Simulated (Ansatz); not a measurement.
C3H8Si2 can be A, `CC1=C[SiH2][SiH2]1`, or B, `C#CC([SiH3])[SiH3]`.

Program: Ansatz. Geometries: PBE0-D4/def2-TZVP. ΔE: electronic, gas phase. CCSD(T)/CBS is the MP2 limit (def2-TZVPP, def2-QZVPP) plus CCSD(T) − MP2 in def2-TZVPP, frozen cores. Functionals use def2-TZVPP. B3LYP here is the variant with VWN-RPA as its local correlation; programs differ in this.

Question: Which is lower in electronic energy at CCSD(T)/CBS, and by how much? (Best estimate.)

Answer: The calculation gave: A, by 22.4 kcal/mol.

Question: Give E(B) − E(A) in kcal/mol with PBE0-D4, r2SCAN-D4, B2PLYP, B3LYP-D4, CCSD(T)/def2-TZVPP, CCSD/def2-TZVPP, HF/def2-TZVPP. (An estimate is asked.)

Answer: Ansatz gave: PBE0-D4 29.2, r2SCAN-D4 25.8, B2PLYP 20.8, B3LYP-D4 22.0, CCSD(T)/def2-TZVPP 21.9, CCSD/def2-TZVPP 21.2, HF/def2-TZVPP 17.4. None reverses the order clearly.

Largest T1 diagnostic: 0.012.

In def2-TZVPP, CCSD(T) changes the Hartree–Fock value by +4.4 kcal/mol (the triples alone add +0.7 kcal/mol) and MP2 by +2.4 kcal/mol.
